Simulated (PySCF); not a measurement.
# Correlation energy of Hg(2+) (mercury, charge +2)

[Xe] 4f14 5d9 6p1, one real determinant (an excited configuration). Calculation: PySCF 2.14, in ANO-RCC-VTZP (8s7p5d3f1g, 84 functions); the spin-free X2C one-electron Hamiltonian (Gaussian nucleus). Frozen: [Kr] 4d10 4f14; 18 electrons correlated.

MP2 pair energies summed by pair of shells (mhartree):

| pair | energy | share (%) |
| --- | --- | --- |
| 5d-5d | -238.62 | 49.7 |
| 5p-5d | -131.86 | 27.5 |
| 5d-6p | -33.26 | 6.9 |
| 5p-5p | -32.40 | 6.8 |
| 5s-5d | -20.84 | 4.3 |
| 5s-5p | -15.47 | 3.2 |
| 5p-6p | -4.89 | 1.0 |
| 5s-5s | -2.35 | 0.5 |
| 5s-6p | -0.28 | 0.1 |

Total MP2 correlation energy: -479.96 mhartree.

Same-spin part -163.07 and opposite-spin part -316.89 mhartree; SCS-MP2 scales them by 1/3 and 6/5 to -434.63 mhartree.

The reference is one real determinant that mixes LS terms of this configuration.
